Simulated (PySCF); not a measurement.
Calculation: PBE-D3(BJ)/def2-TZVP // PBE0-D4/def2-TZVP (PySCF). Isolated molecules, 0 K electronic values unless said otherwise. 

Reference species (SMILES): `C[SiH2]` (neutral, multiplicity 2).

```
Item                              Value
-----------------------------  --------
highest occupied spin orbital  -4.81 eV
```

Changed species: `[SiH3][SiH2]` (radical fragment; the reference has radical fragment).

Problem. Give the shifts of the highest occupied spin orbital.

Solution. the highest occupied spin orbital falls by 0.40 eV, to -5.21 eV.
